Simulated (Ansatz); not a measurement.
Reactions of `O[SiH]([SiH3])[SeH]`.

Isolated molecules relaxed with PBE0-D4/def2-TZVP in Ansatz; ΔE leaves out vibrations. CBS: MP2 limit from def2 TZ/QZ plus the TZ coupled-cluster correction, frozen cores. This one scheme is used for every species. Functionals use def2-TZVPP. Elements past krypton have def2 core potentials. For Ge, Se, Sn outer-core shells are correlated without core-valence functions, which leaves a few kJ/mol of doubt a bond. Scalar relativity is left out up to krypton. One conformer a species, not always the lowest.

```
                                                                             reaction  HF/CBS(def2) (kcal/mol)  ωB97M-V (kcal/mol)  PBE-D4 (kcal/mol)
                            `O[SiH]([SiH3])[SeH]` + CH₃OH → `CO[SiH](O)[SiH3]` + H₂Se                    -13.0                -9.4               -5.8
        `O[SiH]([SiH3])[SeH]` + `[OH][Sn][OH]` → `[OH][Sn][O][SiH3]` + `O[SiH2][SeH]`                    -33.2               -26.0              -18.7
`O[SiH]([SiH3])[SeH]` + `F[SiH](F)[GeH3]` → `O[SiH]([SiH3])[GeH3]` + `F[SiH](F)[SeH]`                      0.2                 0.3                0.7
  `O[SiH]([SiH3])[SeH]` + `F[SiH2]O[SiH3]` → `F[SiH]([SeH])O[SiH3]` + `O[SiH2][SiH3]`                      2.6                 2.2                2.3
```

Task: Give the CCSD(T)/CBS values in the same order. (Estimate.)

Result: Ansatz gave: -8.4, -25.4, 0.2, 2.5 kcal/mol.

Largest T1 diagnostic: 0.018, for `[OH][Sn][OH]`.
